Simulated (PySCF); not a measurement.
This PySCF input asks for the NMR shieldings of SMILES C1(=C\B(F)F)/C=CO1, C₄H₃BF₂O; the geometry comes from GFN2-xTB.

```python
import basis_set_exchange as bse
import numpy as np
from pyscf import gto, dft
from pyscf.prop import nmr

atoms = """
F     2.272921    1.504130    0.197875
B     2.228245    0.205146    0.005979
F     3.414283   -0.369283   -0.089322
C     0.928246   -0.627452   -0.105963
C    -0.306748   -0.139186   -0.019979
C    -1.704003   -0.586171   -0.073287
C    -2.029739    0.701706    0.123197
O    -0.719396    1.187455    0.183335
H     1.010650   -1.693214   -0.265764
H    -2.203918   -1.518643   -0.208241
H    -2.885116    1.338182    0.226207
"""
names = dict.fromkeys(["F", "B", "C", "O", "H"], "pcSseg-1")
basis = {el: gto.basis.parse(bse.get_basis(n, elements=[el], fmt="nwchem")) for el, n in names.items()}
mol = gto.M(atom=atoms, basis=basis, charge=0, verbose=0)
mf = dft.RKS(mol, xc="PBE0")
mf.grids.level = 2
mf.grids.alignment = dft.numint.BLKSIZE   # the property module wants whole blocks of grid points
mf.conv_tol = 1e-9
mf.kernel()

calc = nmr.RKS(mf)   # GIAO
C = mf.mo_coeff
Co = C[:, mf.mo_occ > 0]
resp = mf.gen_response(singlet=True, hermi=2)
def vind(x):   # induced exchange potential for any number of trial vectors
    d = np.einsum("pi,xij,qj->xpq", C, 2 * x.reshape(-1, C.shape[1], Co.shape[1]), Co, optimize=True)
    return np.einsum("xpq,pi,qj->xij", resp(d - d.transpose(0, 2, 1)), C, Co, optimize=True).ravel()
mo1, _ = nmr.rhf.solve_mo1(calc, with_cphf=vind)
sigma = calc.kernel(mo1)
for i, s in enumerate(sigma):   # ppm
    w = np.linalg.eigvalsh((s + s.T) / 2)
    print("%2d %-2s iso %8.1f  s11 %8.1f  s22 %8.1f  s33 %8.1f" % (i, mol.atom_pure_symbol(i), w.mean(), *w))
```

**Question.** What are the results?

**Answer.** 
```
 0 F  iso    252.1  s11     93.2  s22    292.8  s33    370.2
 1 B  iso     78.2  s11     66.2  s22     82.3  s33     86.0
 2 F  iso    247.7  s11     93.5  s22    295.9  s33    353.7
 3 C  iso     91.3  s11     11.7  s22     96.2  s33    166.1
 4 C  iso      0.5  s11   -107.0  s22     32.2  s33     76.4
 5 C  iso     74.3  s11     -9.3  s22     91.5  s33    140.6
 6 C  iso     11.8  s11    -92.6  s22     34.9  s33     93.1
 7 O  iso    116.0  s11     41.6  s22     97.1  s33    209.4
 8 H  iso     26.9  s11     25.0  s22     26.6  s33     29.0
 9 H  iso     26.1  s11     25.0  s22     25.7  s33     27.6
10 H  iso     24.0  s11     23.1  s22     23.9  s33     25.1
```

These numbers come from an equivalent density-fitted implementation of the same equations, which agrees with the script to about 0.01 ppm for H and up to a few tenths of a ppm for heavy atoms, so last digits may differ.

Size and cost of the density-fitted run: 151 basis functions, 14 s wall time on 1 thread of an Arm Neoverse V2, shared host; peak memory 0.7 GiB.
